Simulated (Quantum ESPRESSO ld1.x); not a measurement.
The numbers below are computed, except where a source is named.
Problem. These are the eigenvalues of the occupied orbitals of an atom or ion with whole-number occupations (eV). Code: ld1.x of Quantum ESPRESSO 7.5. Model: Dirac Kohn-Sham, PW91, spin-unpolarised, spherical densities, point nucleus.

1s1/2: -11766.0
2s1/2: -1533.53
2p1/2: -1375.46
2p3/2: -1338.86
3s1/2: -237.007
3p1/2: -183.834
3p3/2: -178.791
3d3/2: -87.6286
3d5/2: -86.8875
4s1/2: -53.6497
7s1/2: -7.6688

Which element is it, and in what charge state? The configuration may be excited. Open shells, if any, fill j = l - 1/2 first.

Solution. Z = 33, arsenic, charge +3: As3+ in [Ar] 3d10 4s1 7s1. The list shows which subshells hold electrons but not how many an open one holds; the 1s level, -432.39 hartree, gives Z - s = 29.4 by -(Z - s)^2/2, which with screening and relativity narrows Z to a few neighbours, and the depths of the outer levels then fix element, charge and occupations together.
